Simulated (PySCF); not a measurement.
**Al⁺: ionisation energy**

Al⁺ [Ne] 3s2 (1S) → Al²⁺ [Ne] 3s1 (2S), as a difference of total energies. All numbers are calculated (PySCF 2.14, the spin-free X2C one-electron Hamiltonian (Gaussian nucleus), in dyall-av3z (19s12p3d2f, 84 functions)). Correlated levels: valence: [Ne] frozen; virtual orbitals above 40 to 60 times the deepest correlated orbital energy dropped. The calculations carry no spin-orbit coupling.

Problem. Order these methods by the ionisation energy they give, lowest first.
A. CCSD (valence)
B. SCS-MP2 (valence)
C. MP2 (valence)
D. UHF

Solution. D (17.551 eV), C (18.328 eV), B (18.484 eV), A (18.640 eV).

Errors of the correlated levels include the incompleteness of this basis and the frozen core.

With two correlated electrons CCSD is exact in that space.

For comparison: 18.829 eV (measured; NIST Atomic Spectra Database, ionization energies).
